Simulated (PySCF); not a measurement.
CaF, SMILES [F][Ca+], charge +1.

Geometry optimised at PBE-D3(BJ)/def2-TZVPD. The spin state was assumed, not searched.

Method: PySCF with TDDFT-ωB97X/def2-TZVPD.

Vertical excitations; the highest root listed may be one member of a degenerate set. Isolated molecule, no solvent. State labels are in the subgroup C2v.

Computed excitation energies, oscillator strengths and character:
| state | symmetry | energy (eV) | λ (nm) | f | main pairs |
|---|---|---|---|---|---|
| S1 | B1 | 7.42 | 167 | 0.020 | HOMO−1→LUMO, HOMO−1→LUMO+5 (degenerate set) |
| S2 | B2 | 7.42 | 167 | 0.020 | HOMO→LUMO, HOMO→LUMO+5 (degenerate set) |
| S3 | A1 | 7.53 | 165 | 0.002 | HOMO−2→LUMO 83 %, HOMO−2→LUMO+5 15 % |
| S4 | B1 | 8.36 | 148 | 0.000 | HOMO−1→LUMO+3, HOMO→LUMO+4 (degenerate set) |
| S5 | B2 | 8.36 | 148 | 0.000 | HOMO→LUMO+3, HOMO−1→LUMO+4 (degenerate set) |
| S6 | A2 | 8.41 | 147 | 0.000 | HOMO−2→LUMO+4 (degenerate set) |
| S7 | A1 | 8.41 | 147 | 0.000 | HOMO−2→LUMO+3 (degenerate set) |
| S8 | B1 | 8.43 | 147 | 0.006 | HOMO→LUMO+4, HOMO−1→LUMO+3 (degenerate set) |
| S9 | B2 | 8.43 | 147 | 0.006 | HOMO−1→LUMO+4, HOMO→LUMO+3 (degenerate set) |
| S10 | A2 | 8.82 | 141 | 0.000 | HOMO→LUMO+6 28 %, HOMO−1→LUMO+7 28 %, HOMO→LUMO+1 20 %, HOMO−1→LUMO+2 20 % |
| T1 | A1 | 7.43 | 167 | 0 | HOMO−2→LUMO 84 %, HOMO−2→LUMO+5 14 % |
| T2 | B1 | 7.44 | 167 | 0 | HOMO−1→LUMO, HOMO−1→LUMO+5 (degenerate set) |
| T3 | B2 | 7.44 | 167 | 0 | HOMO→LUMO, HOMO→LUMO+5 (degenerate set) |
| T4 | A2 | 8.33 | 149 | 0 | HOMO−2→LUMO+4 98 % |
Triplets are in the Tamm–Dancoff approximation, which puts them higher than full response would, so one can lie above its singlet here.
